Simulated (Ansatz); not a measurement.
Computed with Ansatz on PBE0-D4/def2-TZVP structures; ΔE is electronic, products minus reactants. CBS: MP2 limit from def2 TZ/QZ plus the TZ coupled-cluster correction, frozen cores. This one scheme is used for every species. DFT in def2-TZVPP. B3LYP here is the variant with VWN-RPA as its local correlation; programs differ in this. Each species was taken in one conformer, which may not be the lowest.

Reaction (ligand exchange at the Si–S bond): `CO[SiH2]S[SiH2]OC` + `O[SiH2]S` → `CO[SiH2]S[SiH2]O` + `CO[SiH2]S`

**Question.** Is it downhill or uphill in electronic energy at CCSD(T)/CBS, and by how much? (Estimate.)

**Answer.** The calculation gave: Downhill: ΔE = -2.1 kcal/mol.

**Question.** What do these levels give: PBE-D4, r2SCAN-D4, B3LYP-D4, ωB97M-V, PBE, PBE0, B3LYP, HF/def2-TZVPP, CCSD/def2-TZVPP, CCSD(T)/def2-TZVPP, MP2/def2-QZVPP, HF/CBS(def2)? (Best estimate.)

**Answer.** Computed: PBE-D4 -2.4, r2SCAN-D4 -2.4, B3LYP-D4 -1.7, ωB97M-V -2.3, PBE -2.8, PBE0 -2.5, B3LYP -2.2, HF/def2-TZVPP -0.9, CCSD/def2-TZVPP -1.9, CCSD(T)/def2-TZVPP -2.1, MP2/def2-QZVPP -2.3, HF/CBS(def2) -0.8 kcal/mol.

Largest T1 diagnostic among the species: 0.012.

In def2-TZVPP, CCSD(T) changes the Hartree–Fock value by −1.2 kcal/mol (the triples alone add −0.3 kcal/mol) and MP2 by −1.4 kcal/mol.
